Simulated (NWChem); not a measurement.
The numbers come from NWChem runs, not from measurements. System: H₂Pb, charge 0, spin multiplicity 1, at a geometry optimised with PBE0/def2-SVP with def2 effective core potentials on Pb. The structure started from a generated list of species. Level: TD-BHandHLYP/def2-SVPD with def2 effective core potentials on Pb.

Input file:

```
start mol
memory heap 200 mb stack 900 mb global 1100 mb
geometry units angstroms nocenter noautoz
  Pb     0.000000     0.000000    -0.031246
  H      1.309237     0.000000     1.281078
  H     -1.309237     0.000000     1.281078
  symmetry group C2v
end
basis spherical
  * library def2-svpd
end
ecp
  Pb library def2-ecp
end
dft
  xc bhlyp
  semidirect memsize 60000000 filesize 0
  iterations 100
end
tddft
  rpa
  nroots 5
  notriplet
  thresh 1e-4
end
task tddft energy
```

Output (cleaned and shortened):

```
             Northwest Computational Chemistry Package (NWChem) 7.3.0
             --------------------------------------------------------

                                NWChem Input Module
                                -------------------

 Scaling coordinates for geometry "geometry" by  1.889725989
 (inverse scale =  0.529177249)

 Turning off AUTOSYM since
 SYMMETRY directive was detected!

                             Geometry "geometry" -> ""
                             -------------------------

 Output coordinates in angstroms (scale by  1.889725989 to convert to a.u.)

  No.       Tag          Charge          X              Y              Z
 ---- ---------------- ---------- -------------- -------------- --------------
    1 Pb                  82.0000     0.00000000     0.00000000    -0.03124600
    2 H                    1.0000     1.30923700     0.00000000     1.28107800
    3 H                    1.0000    -1.30923700     0.00000000     1.28107800

 Effective nuclear repulsion energy (a.u.)      47.0186798556

            Nuclear Dipole moment (a.u.)
            ----------------------------
        X                 Y               Z
 ---------------- ---------------- ----------------
     0.0000000000     0.0000000000    -0.0000302356

      Symmetry information
      --------------------

 Group name             C2v
 Group number             16
 Group order               4
 No. of unique centers     2

      Symmetry unique atoms

     1    2


 Summary of "ao basis" -> "" (spherical)
 ------------------------------------------------------------------------------
       Tag                 Description            Shells   Functions and Types
 ---------------- ------------------------------  ------  ---------------------
 *                         def2-svpd                  on all atoms

                                 NWChem DFT Module
                                 -----------------

 Summary of "ao basis" -> "ao basis" (spherical)
 ------------------------------------------------------------------------------
       Tag                 Description            Shells   Functions and Types
 ---------------- ------------------------------  ------  ---------------------
 Pb                        def2-svpd                12       32   5s4p3d
 H                         def2-svpd                 4        8   2s2p

 Summary of "ao basis" -> "ao basis" (spherical)
 ------------------------------------------------------------------------------
       Tag                 Description            Shells   Functions and Types
 ---------------- ------------------------------  ------  ---------------------
 Pb                        def2-svpd                12       32   5s4p3d
 H                         def2-svpd                 4        8   2s2p

      Symmetry analysis of basis
      --------------------------

        a1         21
        a2          5
        b1         13
        b2          9

            General Information
            -------------------
          SCF calculation type: DFT
          Wavefunction type:  closed shell.
          No. of atoms     :     3
          No. of electrons :    24
           Alpha electrons :    12
            Beta electrons :    12
          Charge           :     0
          Spin multiplicity:     1
          Use of symmetry is: off; symmetry adaption is: on
          Maximum number of iterations: 100
          AO basis - number of functions:    48
                     number of shells:    20
[...]
    6     47       3     0.35E-01   0.46E-03        0.9
    7     50       4     0.77E-02   0.68E-03        0.7
    8     52       4     0.22E-02   0.21E-04        0.6
    9     54       4     0.40E-03   0.10E-05        0.6
   10     56       5     0.89E-04   0.44E-07        0.6
  ----  ------  ------  ---------  ---------  ---------
  Convergence criterion met

  Ground state a1       -193.897274029758 a.u.

  ----------------------------------------------------------------------------
  Root   1 singlet b2             0.095488096 a.u.                2.5984 eV
  ----------------------------------------------------------------------------
     Transition Moments    X  0.00000   Y  0.35801   Z -0.00000
     Transition Moments   XX -0.00000  XY  0.00000  XZ -0.00000
     Transition Moments   YY  0.00000  YZ -2.47577  ZZ  0.00000
     Dipole Oscillator Strength                    0.0081592542
     Electric Quadrupole                           0.0000000284
     Magnetic Dipole                               0.0000016701
     Total Oscillator Strength                     0.0081609527

          sigma_e =   1.9165 Angstrom
          sigma_h =   1.8442 Angstrom
         |d_h->e| =   0.1895 Angstrom
            d_exc =   2.6466 Angstrom
            d_CD1 =   0.2617 Angstrom
            d_CD2 =  -1.6909 Angstrom
            d_CD3 =   2.8361 Angstrom
     Pearson C.C. =   0.0150

     Occ.   12  a1  ---  Virt.   13  b2  -1.00074 X
     Occ.   12  a1  ---  Virt.   13  b2   0.08291 Y
  ----------------------------------------------------------------------------
  Root   2 singlet a2             0.135583855 a.u.                3.6894 eV
  ----------------------------------------------------------------------------
     Transition Moments    X  0.00000   Y -0.00000   Z -0.00000
     Transition Moments   XX -0.00000  XY  2.17185  XZ -0.00000
     Transition Moments   YY -0.00000  YZ  0.00000  ZZ  0.00000
     Dipole Oscillator Strength                    0.0000000000
     Electric Quadrupole                           0.0000000626
     Magnetic Dipole                               0.0000019524
     Total Oscillator Strength                     0.0000020150

          sigma_e =   1.8910 Angstrom
          sigma_h =   1.7214 Angstrom
         |d_h->e| =   0.8082 Angstrom
            d_exc =   2.6680 Angstrom
            d_CD1 =   0.9778 Angstrom
            d_CD2 =  -0.9979 Angstrom
            d_CD3 =   3.4763 Angstrom
     Pearson C.C. =   0.0114

     Occ.   11  b1  ---  Virt.   13  b2  -0.99821 X
  ----------------------------------------------------------------------------
  Root   3 singlet a1             0.214947187 a.u.                5.8490 eV
  ----------------------------------------------------------------------------
     Transition Moments    X -0.00000   Y -0.00000   Z  1.29142
     Transition Moments   XX  1.87502  XY -0.00000  XZ -0.00000
     Transition Moments   YY -0.58585  YZ -0.00000  ZZ -0.65891
     Dipole Oscillator Strength                    0.2389868342
     Electric Quadrupole                           0.0000001100
     Magnetic Dipole                               0.0000000000
     Total Oscillator Strength                     0.2389869442

          sigma_e =   3.1321 Angstrom
          sigma_h =   1.8372 Angstrom
         |d_h->e| =   0.4992 Angstrom
            d_exc =   3.6080 Angstrom
            d_CD1 =   1.7941 Angstrom
            d_CD2 =  -1.9855 Angstrom
            d_CD3 =   4.1071 Angstrom
     Pearson C.C. =   0.0362

     Occ.   11  b1  ---  Virt.   15  b1  -0.15223 X
     Occ.   11  b1  ---  Virt.   20  b1  -0.05024 X
     Occ.   12  a1  ---  Virt.   14  a1   0.98297 X
     Occ.   12  a1  ---  Virt.   19  a1  -0.06981 X
  ----------------------------------------------------------------------------
  Root   4 singlet b1             0.231834175 a.u.                6.3085 eV
  ----------------------------------------------------------------------------
     Transition Moments    X  0.75381   Y  0.00000   Z  0.00000
     Transition Moments   XX -0.00000  XY  0.00000  XZ -0.44321
     Transition Moments   YY -0.00000  YZ -0.00000  ZZ  0.00000
     Dipole Oscillator Strength                    0.0878243711
     Electric Quadrupole                           0.0000000130
     Magnetic Dipole                               0.0000022694
     Total Oscillator Strength                     0.0878266536

          sigma_e =   2.5204 Angstrom
          sigma_h =   1.8345 Angstrom
         |d_h->e| =   0.5814 Angstrom
            d_exc =   3.0721 Angstrom
            d_CD1 =   1.2673 Angstrom
            d_CD2 =  -1.5961 Angstrom
            d_CD3 =   3.6535 Angstrom
     Pearson C.C. =   0.0669

     Occ.   11  b1  ---  Virt.   14  a1   0.34268 X
     Occ.   11  b1  ---  Virt.   16  a1  -0.16590 X
     Occ.   11  b1  ---  Virt.   19  a1  -0.11947 X
     Occ.   11  b1  ---  Virt.   22  a1   0.08069 X
     Occ.   12  a1  ---  Virt.   15  b1  -0.91187 X
  ----------------------------------------------------------------------------
  Root   5 singlet a1             0.264815641 a.u.                7.2060 eV
  ----------------------------------------------------------------------------
     Transition Moments    X -0.00000   Y  0.00000   Z -0.21537
     Transition Moments   XX  1.06736  XY -0.00000  XZ -0.00000
     Transition Moments   YY  1.03219  YZ -0.00000  ZZ -2.24695
     Dipole Oscillator Strength                    0.0081889341
     Electric Quadrupole                           0.0000003583
     Magnetic Dipole                               0.0000000000
     Total Oscillator Strength                     0.0081892924

          sigma_e =   2.8404 Angstrom
          sigma_h =   1.8350 Angstrom
         |d_h->e| =   0.1859 Angstrom
            d_exc =   3.3925 Angstrom
            d_CD1 =   1.1913 Angstrom
            d_CD2 =  -2.1517 Angstrom
            d_CD3 =   3.5785 Angstrom
     Pearson C.C. =  -0.0038

     Occ.   11  b1  ---  Virt.   15  b1  -0.43818 X
     Occ.   12  a1  ---  Virt.   14  a1  -0.09428 X
     Occ.   12  a1  ---  Virt.   16  a1  -0.88816 X
     Occ.   12  a1  ---  Virt.   19  a1  -0.07458 X

              Target root =      1
          Target symmetry = none
      Ground state energy =   -193.897274029758
        Excitation energy =      0.095488095979
     Excited state energy =   -193.801785933779

  stored tddft:energy   -193.80178593377926

 Task  times  cpu:        9.4s     wall:        9.4s

 Total times  cpu:        9.4s     wall:        9.4s
```
